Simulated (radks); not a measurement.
Be+, configuration [He] 2s0.5 2p0.5 (fractional occupations, a model configuration). Method: scalar-relativistic Kohn-Sham, LDA (Slater exchange, VWN5 correlation), spin-unpolarised, spherical densities, point nucleus; without spin polarisation the odd electron is poorly described; computed with a radial shooting solver on a logarithmic mesh with Libxc functionals.

X-ray form factor f0, the Fourier transform of the density (f0(0) = 3):

| sin(theta)/lambda (1/angstrom) | f0 (electrons) |
|---|---|
| 0.05 | 2.877 |
| 0.1 | 2.586 |
| 0.15 | 2.273 |
| 0.2 | 2.025 |
| 0.25 | 1.849 |
| 0.3 | 1.721 |
| 0.4 | 1.523 |
| 0.5 | 1.341 |
| 0.6 | 1.162 |
| 0.8 | 0.841 |
| 1 | 0.595 |
| 1.25 | 0.384 |
| 1.5 | 0.252 |
| 2 | 0.115 |
